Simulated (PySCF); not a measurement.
## C₆ coefficients of unlike pairs at BP86

Calculated with PySCF 2.14 from the dipole response of each species, C₆(A,B) = (3/π) ∫ α_A(iu) α_B(iu) du, in atomic units, from isotropic polarisabilities. For ions this is the dispersion term alone; charge-induced terms of lower order in 1/R come first.

```
species      configuration                                                                                              basis      relativity  α (bohr³)  C₆ (like pair)
 Co(2+)      [Ar] 3d7 (4F)                                                                          aug-cc-pVDZ-DK (7s6p4d2f)   spin-free X2C      3.740           10.53
  B(3+)           1s2 (1S)                     x2c-QZVPPall with one added diffuse shell each of s, p, d, f type (8s5p4d3f1g)   spin-free X2C    0.01757        0.001826
     Zr  [Kr] 4d2 5s2 (3F)  aug-cc-pVTZ-PP with one added diffuse shell each of s, p, d, f, g type with ECP28MDF (7s7p6d4f3g)  core potential      117.5            1626
```

(1) Estimate C₆ for Zr with B(3+).

No spin-orbit coupling is included.

The other pairs:

| pair | C₆ |
| --- | --- |
| Zr, Co(2+) | 95.38 |
| B(3+), Co(2+) | 0.1037 |

## Answers

(1) The integral gives 0.5821. The combination rule 2 C_A C_B / (C_A α_B/α_A + C_B α_A/α_B) gives 0.4769 and the geometric mean 1.723.
